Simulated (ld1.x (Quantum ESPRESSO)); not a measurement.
**Ranking RRKJ potentials for copper**

All share these settings but for the change named:

copper, norm-conserving RRKJ (Kleinman–Bylander form), made with ld1.x (Quantum ESPRESSO) 7.5 (LDA (PZ), fully relativistic). Core [Ne], reference 3s2 3p6 3d8 4s0 4p0 (charge +3). Waves: 3s (bound): rc 0.95 bohr; 3p (bound): rc 0.80 bohr; 3d (bound): rc 1.30 bohr. Local part: the d channel. Core correction: none.

Open shells are filled in proportion to 2j + 1 (rel_dist='average').

Cutoff: the first of the cutoffs (Ry, on a coarse ladder) from which the occupation-weighted sum of valence levels, in a spherical-Bessel basis at the reference potential, stays within 10 and 1 mRy of its value at 400 Ry; the density cutoff is not measured.

The base gives 230 Ry.

Of 5 variants that were run, those that failed, showed a ghost or another fault, or gave nearly equal values are left out.

(1) Rank these variants from softest to hardest (loose cutoff).
A. all radii scaled by about 1.22 (s 1.16, p 0.98, d 1.58 bohr)
B. all radii scaled by about 1.39 (s 1.32, p 1.12, d 1.80 bohr)
C. all radii scaled by about 1.15 (s 1.10, p 0.92, d 1.50 bohr)

Results:

(1) B (100 Ry), A (120 Ry), C (160 Ry).
